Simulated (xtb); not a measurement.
xtb input:

```bash
xtb mol.xyz --gfn 2 --ohess tight --chrg 1 --uhf 0
```
mol.xyz:
```
2

Ge     0.03032715    -0.06478092    -1.07811603
Br    -0.04871615     0.01022722     1.11165116
```

Q: Predict the final energy.

A: -5.59472 Eh (GFN2-xTB).
